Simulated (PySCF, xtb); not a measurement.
VOF₂, SMILES [O]=[V+]([F])[F], charge +1, multiplicity 1.

GFN2-xTB run with xtb at its own geometry gives an orbital gap of 2.21 eV.

Geometry: B3LYP-D3(BJ)/def2-SVP. The multiplicity is an assumed one; other spin states were not compared. The isomer is the one that the SMILES or the coordinates give; other isomers of the formula were not compared.

### Question
What does r2SCAN/def2-TZVPD in PySCF give? (Estimate from the structure and the level; the computed values follow.)

### Answer
gap 3.84 eV (levels -16.84 and -12.99 eV).
